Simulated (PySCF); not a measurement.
**Excitation energy of Cr⁺ by level of theory**

Cr⁺ [Ar] 3d5 (6S) → Cr⁺ [Ar] 3d4 4s1 (6D), as a difference of total energies. All numbers are calculated (PySCF 2.14, the spin-free X2C one-electron Hamiltonian (Gaussian nucleus), in x2c-QZVPPall (11s7p5d3f2g, 96 functions)). Correlated levels: valence: [Ar] frozen. The calculations carry no spin-orbit coupling.

```csv
method,excitation energy (eV),error (eV)
UHF,0.731,-0.791
MP2 (valence),1.364,-0.158
SCS-MP2 (valence),0.942,-0.580
CCSD (valence),1.329,-0.193
CCSD(T) (valence),1.353,-0.169
```

Reference: 1.522 eV (measured; NIST levels, between the centres of gravity of the two terms).

Errors of the correlated levels include the incompleteness of this basis and the frozen core.

The basis was made for the ground configuration and has no added diffuse functions, so the excitation energy can come out too high.
